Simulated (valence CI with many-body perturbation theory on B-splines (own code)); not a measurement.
# Energy levels of Pm XI

Level of theory: relativistic CI+MBPT: five valence electrons over a frozen Dirac-Fock core [Kr] 4d10, radial functions for each j: 7 s, 7 p, 7 d, 7 f, 4 g, 2 h, with the one-electron correlation potential Σ1, the two-electron term Σ2, the three-electron term Σ3, Breit, model QED; selected CI, second order for the rest, scaled by the run's own slope (own B-spline code, finite nucleus).

No measured spectrum was set against this ion. As an estimate, terms of the open shell hold to a few per cent of their energy, and close levels can change places; configurations with another count of f electrons can be misplaced by thousands of cm⁻¹. Among the levels kept, up to 2900 cm⁻¹ of a level comes from second order outside the variational space, and about a tenth of that is noise between levels of different J, which matters for small intervals. The lowest computed level is not the ground level that NIST lists (°, for many ions itself from theory).

Levels 46 to 90 of 221, with energies above the lowest level, 4f2 5s2 5p 4I°_9/2. "Leading %" is the weight of the configuration and term that name the level; weights of strongly mixed levels are sums over their largest components and can fall short.

| No. | Configuration | Term | J | E (cm⁻¹) | Leading % | g | Second component |
| --- | --- | --- | --- | --- | --- | --- | --- |
| 46 | 4f3 5s2 | 2P° | 3/2 | 38873 | 31 | 1.381 | 23 % 4f3 5s2 2D° |
| 47 | 4f2 5s2 5p | 4S° | 3/2 | 40210 | 34 | 1.525 | 22 % 4f3 5s2 2P° |
| 48 | 4f3 5s2 | 4D° | 7/2 | 41560 | 26 | 1.237 | 19 % 4f 5s2 5p2 4D° |
| 49 | 4f3 5s2 | 4D° | 3/2 | 43484 | 70 | 1.130 | 17 % 4f3 5s2 2D° |
| 50 | 4f3 5s2 | 4D° | 1/2 | 44201 | 89 | 0.039 | 5 % 4f3 5s2 2P° |
| 51 | 4f3 5s2 | 2I° | 11/2 | 44244 | 77 | 0.950 | 13 % 4f3 5s2 2H° |
| 52 | 4f3 5s2 | 4D° | 5/2 | 44246 | 70 | 1.279 | 13 % 4f3 5s2 2D° |
| 53 | 4f3 5s2 | 2L° | 15/2 | 44670 | 94 | 0.945 | 4 % 4f3 5s2 2K° |
| 54 | 4f2 5s2 5p | 4H° | 9/2 | 45410 | 34 | 0.908 | 28 % 4f2 5s2 5p 2H° |
| 55 | 4f2 5s2 5p | 2G° | 7/2 | 45526 | 39 | 0.841 | 36 % 4f2 5s2 5p 4H° |
| 56 | 4f3 5s2 | 2I° | 13/2 | 45836 | 93 | 1.073 |  |
| 57 | 4f3 5s2 | 2L° | 17/2 | 46708 | 98 | 1.058 |  |
| 58 | 4f2 5s2 5p | 4H° | 11/2 | 47260 | 44 | 1.068 | 36 % 4f2 5s2 5p 4I° |
| 59 | 4f3 5s2 | 4D° | 7/2 | 48285 | 70 | 1.329 | 7 % 4f 5s2 5p2 4G° |
| 60 | 4f3 5s2 | 2H° | 9/2 | 48696 | 89 | 0.923 |  |
| 61 | 4f2 5s2 5p | 2H° | 9/2 | 49450 | 35 | 1.025 | 28 % 4f2 5s2 5p 4G° |
| 62 | 4f3 5s2 | 2D° | 3/2 | 49760 | 76 | 0.879 | 18 % 4f3 5s2 4D° |
| 63 | 4f2 5s2 5p | 4I° | 13/2 | 50224 | 56 | 1.159 | 42 % 4f2 5s2 5p 4H° |
| 64 | 4f3 5s2 | 2H° | 11/2 | 50573 | 81 | 1.068 | 14 % 4f3 5s2 2I° |
| 65 | 4f2 5s2 5p | 4G° | 11/2 | 51101 | 53 | 1.187 | 36 % 4f2 5s2 5p 2H° |
| 66 | 4f3 5s2 | 2D° | 5/2 | 51528 | 65 | 1.177 | 17 % 4f3 5s2 4D° |
| 67 | 4f2 5s2 5p | 4G° | 5/2 | 53951 | 71 | 0.693 | 13 % 4f2 5s2 5p 4F° |
| 68 | 4f2 5s2 5p | 4I° | 15/2 | 54503 | 97 | 1.199 |  |
| 69 | 4f2 5s2 5p | 4F° | 3/2 | 54794 | 54 | 0.641 | 25 % 4f2 5s2 5p 2D° |
| 70 | 4f2 5s2 5p | 4G° | 7/2 | 56560 | 48 | 1.035 | 18 % 4f2 5s2 5p 4F° |
| 71 | 4f2 5s2 5p | 2G° | 7/2 | 56982 | 27 | 1.106 | 23 % 4f2 5s2 5p 4F° |
| 72 | 4f2 5s2 5p | 4F° | 5/2 | 57032 | 46 | 1.024 | 15 % 4f2 5s2 5p 4D° |
| 73 | 4f3 5s2 | 2F° | 5/2 | 57741 | 73 | 0.897 | 13 % 4f3 5s2 2D° |
| 74 | 4f2 5s2 5p | 4D° | 1/2 | 58320 | 84 | 0.085 | 11 % 4f2 5s2 5p 2P° |
| 75 | 4f3 5s2 | 2F° | 7/2 | 59248 | 85 | 1.145 |  |
| 76 | 4f2 5s2 5p | 4F° | 9/2 | 59406 | 52 | 1.234 | 21 % 4f2 5s2 5p 2G° |
| 77 | 4f2 5s2 5p | 2I° | 11/2 | 59532 | 60 | 0.987 | 20 % 4f2 5s2 5p 2H° |
| 78 | 4f2 5s2 5p | 4G° | 9/2 | 60358 | 59 | 1.124 | 21 % 4f2 5s2 5p 2G° |
| 79 | 4f2 5s2 5p | 4G° | 7/2 | 60728 | 36 | 1.048 | 22 % 4f2 5s2 5p 4F° |
| 80 | 4f2 5s2 5p | 4D° | 3/2 | 61304 | 72 | 1.127 | 19 % 4f2 5s2 5p 2D° |
| 81 | 4f2 5s2 5p | 4G° | 11/2 | 61767 | 83 | 1.245 | 10 % 4f2 5s2 5p 2H° |
| 82 | 4f2 5s2 5p | 2I° | 13/2 | 62343 | 71 | 1.099 | 15 % 4f2 5s2 5p 4H° |
| 83 | 4f2 5s2 5p | 2D° | 5/2 | 62950 | 30 | 1.146 | 27 % 4f2 5s2 5p 4D° |
| 84 | 4f2 5s2 5p | 2P° | 1/2 | 63416 | 86 | 0.632 | 9 % 4f2 5s2 5p 4D° |
| 85 | 4f2 5s2 5p | 2G° | 9/2 | 63416 | 58 | 1.090 | 18 % 4f2 5s2 5p 2H° |
| 86 | 4f2 5s2 5p | 2G° | 7/2 | 64696 | 28 | 1.045 | 23 % 4f2 5s2 5p 2F° |
| 87 | 4f2 5s2 5p | 2F° | 5/2 | 65750 | 64 | 0.849 | 11 % 4f2 5s2 5p 4G° |
| 88 | 4f2 5s2 5p | 2H° | 11/2 | 67063 | 68 | 1.053 | 23 % 4f2 5s2 5p 2I° |
| 89 | 4f2 5s2 5p | 2F° | 5/2 | 68471 | 53 | 1.031 | 16 % 4f2 5s2 5p 4D° |
| 90 | 4f2 5s2 5p | 2G° | 9/2 | 69609 | 44 | 1.142 | 17 % 4f3 5s2 2G° |

Names give the largest LS component (configuration and term), which can be under half, so a name can repeat, a term be missing and a line seem to break the LS rules; names also repeat where a configuration has a term twice.

Where two levels of one J and parity lie close, their mixing, g and order are uncertain.
